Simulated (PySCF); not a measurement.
Se(Cl)(SiH3), H3ClSeSi, SMILES Cl[Se][SiH3] at its PBE0/def2-SVP optimised geometry (Å):

```
6

Se    -0.2841    -1.4262     0.0000
Cl     1.9180    -1.4262     0.0000
Si    -0.4459     0.8613     0.0000
H     -1.9180     1.1141    -0.0004
H      0.1895     1.4260    -1.2231
H      0.1888     1.4262     1.2234
```

Level of theory: PBE0/def2-TZVP in PySCF. Cells within 0.4 Å of a nucleus heavier than hydrogen are left out (blank, or x).

Map of the log10 of the electron density (e/bohr³), floored at −4 on the plane z = 0.0 Å:

```
|000000000000000000000000000|
|000000000000000000000000000|
|000000000000000000000000000|
|000000011111111100000000000|
|000001122222222211000000000|
|000112333333333322100000000|
|000123444444444432100000000|
|001234555555555443210000000|
|002345666666666543210000000|
|012345777779x76543211000000|
|00234577778xx86543221100000|
|00134566667xx76543322211000|
|001234556667766544333322100|
|000123445566666544455443210|
|000112344566766555666554310|
|000012234567776666777654321|
|000001245678987667788765421|
|00000124567xxx77778xx775431|
|00000134567xxx8777xxx775431|
|000001245678997667788765421|
|000001234567776666777765321|
|000001234556665555666654320|
|000000123455554444555443210|
|000000112334443333344332100|
|000000011223322222222221000|
|000000000111111111111110000|
|000000000000000000000000000|
```
Scale: ten equal steps from -4.00 (start of '0') to 0.297 (end of '9'), in the order '0123456789'; x runs from -4.00 to 4.00, y from -4.00 (bottom) to 4.00 (top).
